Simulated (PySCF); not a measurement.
# Frontier levels across methods

Compound: C₂H₈GeO.
Geometry (PBE0-D3(BJ)/def2-SVP, Å), atoms numbered from 1 in this order:
```xyz
12
C2H8GeO angstrom
C      2.104    0.721   -0.293
O      0.712    0.827   -0.266
Ge    -0.275   -0.541    0.320
C     -2.110    0.050    0.149
H      2.458   -0.106   -0.942
H      2.523    1.658   -0.693
H      2.541    0.563    0.714
H      0.125   -0.837    1.785
H      0.040   -1.777   -0.557
H     -2.328    0.287   -0.902
H     -2.802   -0.734    0.488
H     -2.269    0.953    0.755
```

Basis pcSseg-2 throughout (PySCF), one geometry. Geometry: PBE0-D3(BJ)/def2-SVP, one conformer, isolated molecule. The calculation is non-relativistic, for germanium too.

Task: How do the orbital energies, the gap and the dipole change with the method?

Result: 
| method | kind | HOMO (eV) | LUMO (eV) | gap (eV) | μ (D) | SCF cycles |
| --- | --- | --- | --- | --- | --- | --- |
| BLYP | GGA | -5.99 | -0.27 | 5.72 | 0.81 | 14 |
| OPBE | GGA | -6.02 | -0.10 | 5.92 | 0.83 | 13 |
| PBE | GGA | -6.06 | -0.35 | 5.71 | 0.81 | 14 |
| B97-D | GGA | -6.10 | -0.22 | 5.88 | 0.81 | 14 |
| LDA | LDA | -6.16 | -0.60 | 5.56 | 0.85 | 14 |
| BP86 | GGA | -6.17 | -0.35 | 5.82 | 0.81 | 14 |
| KT2 | GGA | -6.21 | -0.50 | 5.72 | 0.82 | 13 |
| KT3 | GGA | -6.24 | -0.40 | 5.83 | 0.83 | 13 |
| B97-2 | global hybrid | -7.34 | 0.47 | 7.80 | 0.89 | 12 |
| B3LYP | global hybrid | -7.38 | 0.18 | 7.56 | 0.89 | 12 |
| PBE0 | global hybrid | -7.60 | 0.44 | 8.04 | 0.90 | 12 |
| mPW1PW91 | global hybrid | -7.64 | 0.44 | 8.08 | 0.90 | 12 |
| CAM-B3LYP | range-separated hybrid | -9.05 | 1.23 | 10.28 | 0.94 | 11 |
| BHandHLYP | global hybrid | -9.11 | 1.07 | 10.18 | 0.98 | 10 |
| wB97X-D | range-separated hybrid | -9.51 | 2.14 | 11.65 | 0.92 | 12 |
| LC-wPBE | range-separated hybrid | -10.36 | 2.39 | 12.75 | 0.96 | 11 |
| HF | Hartree–Fock | -11.48 | 2.73 | 14.20 | 1.04 | 10 |

The HOMO spans 5.49 eV, from BLYP down to HF, and the gap runs from 5.56 eV (LDA) to 14.20 eV (HF). Over the methods BLYP (0 %), OPBE (0 %), PBE (0 %), B97-D (0 %), LDA (0 %), BP86 (0 %), KT2 (0 %), KT3 (0 %), B97-2 (21 %), B3LYP (20 %), PBE0 (25 %), mPW1PW91 (25 %), BHandHLYP (50 %), HF (100 %), a straight line through the gap against the share of exact exchange rises by 0.85 eV for each 10 % (correlation coefficient 0.999). The dipole ranges from 0.81 D (BP86) to 1.04 D (HF). This basis has no diffuse functions.

The vertical ΔSCF ionisation energy at B3LYP/def2-SVPD is 9.78 eV; −ε(HOMO) comes closest to it with wB97X-D (9.51 eV).
